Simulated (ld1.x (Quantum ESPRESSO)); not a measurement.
# Au (Z = 79), TM: configuration errors across variants

gold (Au), norm-conserving Troullier–Martins (Kleinman–Bylander form), made with ld1.x (Quantum ESPRESSO) 7.5 (LDA (PZ), scalar-relativistic). Core [Kr] 4d10 4f14 5s2, reference 5p6 5d10 6s1 6p0. Waves: 5p (bound): rc 0.95 bohr; 5d (bound): rc 1.50 bohr; 6s (bound): rc 1.85 bohr. Local part: the s channel. Core correction: none.

All-electron excitation energies from the reference (eV): (1) 5p6 5d10 6s0 6p0 9.774; (2) 5p6 5d9 6s0 6p0 31.275; (3) 5p6 5d8 6s0 6p0 65.442; (4) 5p6 5d10 6s0.5 6p0 3.947; (5) 5p6 5d9 6s1 6p1 7.518; (6) 5p5 5d10 6s1 6p0 66.401; (7) 5p6 5d10 6s0 6p1 5.398; (8) 5p6 5d10 6s1 6p0 spin -0.134; (9) 5p6 5d9 6s0 6p0 spin 31.134.

Spin tests fill each open shell by Hund’s rule, majority spin first.

Errors AE − PS in meV (a dash: test not solved or not reliable):

| change | (1) | (2) | (3) | (4) | (5) | (6) | (7) | (8) | (9) | bound ghosts |
| --- | --- | --- | --- | --- | --- | --- | --- | --- | --- | --- |
| base | -9.1 | -37 | -159 | -2.6 | -585 | -204 | -448 | +0.1 | -14 | none |
| wave 5d (bound): rc 1.50 bohr becomes 5d (bound): rc 1.06 bohr | -9.1 | -34 | -154 | -2.6 | -583 | -201 | -448 | 0.0 | -12 | none |
| wave 5d (bound): rc 1.50 bohr becomes 5d (bound): rc 1.24 bohr | -9.0 | -36 | -158 | -2.6 | -585 | -206 | -448 | +0.1 | -13 | none |
| wave 5d (bound): rc 1.50 bohr becomes 5d (bound): rc 1.62 bohr | -9.2 | -37 | -159 | -2.6 | -585 | -202 | -448 | +0.1 | -14 | none |
| wave 5d (bound): rc 1.50 bohr becomes 5d (bound): rc 1.76 bohr | -9.2 | -36 | -160 | -2.6 | -585 | -201 | -448 | 0.0 | -14 | none |
| wave 5d (bound): rc 1.50 bohr becomes 5d (bound): rc 2.06 bohr | -8.7 | -37 | -158 | -2.5 | -584 | -214 | -448 | 0.0 | -14 | none |
| wave 5d (bound): rc 1.50 bohr becomes 5d (bound): rc 2.20 bohr | -8.3 | -37 | -156 | -2.4 | -583 | -226 | -448 | 0.0 | -15 | none |

(1) Give the same row for: wave 5d (bound): rc 1.50 bohr becomes 5d (bound): rc 1.42 bohr.

Results:

(1) -9.0, -36, -159, -2.6, -585, -205, -448, +0.1, -14; bound ghosts: none.
